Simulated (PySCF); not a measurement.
Does the structure fit the spectrum?

A compound C6H12OP2 gives the data below (simulated from a calculation) and was assigned the structure `C/C=C/[P@@](C)(=O)/C=C/P`.

13C{1H} NMR (computed): δ 145.0 (CH), 125.8 (CH2), 79.0 (CH2), 58.8 (CH3), 45.2 (CH2), 38.1 (CH2).

1H NMR (400 MHz, computed): δ 6.72 (m, 1H), 5.56 (m, 1H), 5.29 (m, 1H), 4.09 (m, 2H), 3.88 (m, 2H), 3.59 (s, 3H), 3.49 (m, 2H).

- coordinates at the GFN2-xTB level
- shielding tensors at PBE0/pcSseg-1 (GIAO)
- code: PySCF 2.14
- no solvent, relativity neglected, averaged over atoms made equivalent by symmetry, fast rotation or ring inversion, one conformer

Chemical shifts δ = σref − σ; 1H, 13C vs TMS, all at this level.

Question: Compare with the shifts computed for the proposed structure, pairing carbons in order of shift.

Answer: Atoms are numbered as in `[CH3:1]/[CH:2]=[CH:3]/[P@@:4]([CH3:5])(=[O:6])/[CH:7]=[CH:8]/[PH2:9]`; H(Xn) means a hydrogen on atom n.

```csv
atom,computed for proposal,given list,difference
C2,155.5,145.0,+10.5
C8,149.8,125.8,+24.0
C7,142.7,79.0,+63.7
C3,131.9,58.8,+73.1
C1,23.8,45.2,-21.4
C5,21.5,38.1,-16.6
```

The rms difference is 42.5 ppm and the largest +73.1 ppm at C3 (alkene CH). The carbon types in order of shift don't match either: CH, CH, CH, CH, CH3, CH3 for the proposal against CH, CH2, CH2, CH3, CH2, CH2 in the data. The proposal doesn't fit.

Question: Which isomer fits?

Answer: `C=CC/P=P/CCOC`.

- δC 145.0: alkene CH; an sp2 carbon of a C=C bond.
- δC 125.8: terminal =CH2 carbon; an sp2 carbon of a C=C bond.
- δC 79.0: sp3 CH2 bonded to O; pulled downfield by the heteroatom.
- δH 3.59: hydrogen on a methyl carbon bonded to O; its carbon carries O, hence the downfield position.

The data come from this structure; uniqueness wasn't tested.

Splittings by 31P in the carbon and heteronuclear signals aren't shown, as no couplings were computed. Shifts are as computed. Against solution values, carbons near 30 ppm lie about +3 ppm off and those near 130 ppm about +5 ppm. Of 1211 compounds with measured shifts, 218 miss one by over three times the rms of a fit or turn the order of signals round; such compounds aren't used in these exercises. Multiplicities follow the n + 1 count of equivalent neighbours, as no J values were calculated; m marks all less simple cases, F and P coupling included.
